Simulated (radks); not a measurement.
Values are calculated unless marked as measured or tabulated.
Question: The cerium ion Ce4+, [Xe]. Code: a radial shooting solver on a logarithmic mesh with Libxc functionals. Model: non-relativistic Kohn-Sham, exchange-only B88, spin-polarised, spherical densities, point nucleus. Every spin shell is full or empty, so the densities are truly spherical. Functionals are evaluated on that one density, not self-consistently. Rank these exchange functionals by their error against the exact value of the orbitals, and give that value: LDA, revPBE, RPBE, PW91, OPTX, AM05, SOGGA, B86b, APBE, SCAN.

Answer: Exact: -198.553 hartree. From best to worst, with 100 (|E| - |E exact|)/|E exact| (equal figures are ties): PW91 0.00, B86b -0.01, SCAN +0.13, RPBE -0.25, APBE +0.28, revPBE -0.29, OPTX +1.38, SOGGA -2.17, AM05 -4.30, LDA -4.60.
